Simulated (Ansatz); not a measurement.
Consider the substitution at a C–F bond: `OC=C(F)F` + HI → `O/C=C(/F)I` + H–F.

Gas-phase electronic energies from Ansatz, PBE0-D4/def2-TZVP geometries. CCSD(T)/CBS is the MP2 limit (def2-TZVPP, def2-QZVPP) plus CCSD(T) − MP2 in def2-TZVPP, frozen cores. This one scheme is used for every species. DFT in def2-TZVPP. Elements past krypton have def2 core potentials. For I outer-core shells are correlated without core-valence functions, which leaves a few kJ/mol of doubt a bond. Each species was taken in one conformer, which may not be the lowest.

`OC=C(F)F`:

```xyz
7

O     0.620    1.334    0.112
C    -0.263    0.323   -0.120
C     0.115   -0.942   -0.055
F     1.310   -1.361    0.286
F    -0.675   -1.949   -0.366
H     0.169    2.044    0.575
H    -1.276    0.550   -0.432
```

HI:

```xyz
2

I     0.557    0.340   -0.470
H    -0.557   -0.340    0.470
```

`O/C=C(/F)I`:

Cartesian coordinates in Å:
```
O 0.910 0.212 -1.264
C -0.091 0.551 -0.437
C -0.476 -0.103 0.653
F -1.489 0.328 1.403
I 0.431 -1.843 1.315
H 1.325 -0.602 -0.944
H -0.611 1.457 -0.726
```

H–F:

Cartesian coordinates in Å:
```
F 0.039 0.415 0.195
H -0.039 -0.415 -0.195
```

```tsv
level	ΔE (kJ/mol)	difference from CCSD(T)/CBS
PBE-D4	-31.6	9.3
revPBE-D4	-36.6	4.3
B97M-V	-16.9	24.0
BHLYP-D4	-17.8	23.1
CAM-B3LYP-D4	-14.4	26.5
ωB97M-V	-20.5	20.4
B2PLYP	-25.4	15.5
PBE-QIDH	-28.9	12.0
r2SCAN	-21.8	19.1
r2SCANh	-20.6	20.3
BHLYP	-8.0	32.9
CCSD/def2-SVP	9.0	49.9
CCSD/def2-TZVPP	-22.7	18.2
HF/def2-QZVPP	7.9	48.8
MP2/def2-QZVPP	-53.2	-12.3
SCS-MP2/def2-QZVPP	-41.7	-0.8
CCSD(T)/CBS	-40.9	0
```

Largest T1 diagnostic among the species: 0.012.

From PBE to PBE0 (25 % exact exchange), in def2-TZVPP and without D4, ΔE moves by +4.7 kJ/mol. The D4 term adds −10.3 kJ/mol with B3LYP and −5.3 kJ/mol with PBE0; it sums over pairs of atoms, weighted by their polarisabilities, and B3LYP, whose exchange is more repulsive, gets the larger term. At CCSD(T), def2-SVP lies +45.8 kJ/mol from the extrapolated value and def2-TZVPP +11.1 kJ/mol.

B3LYP here is the variant with VWN-RPA as its local correlation; programs differ in this.
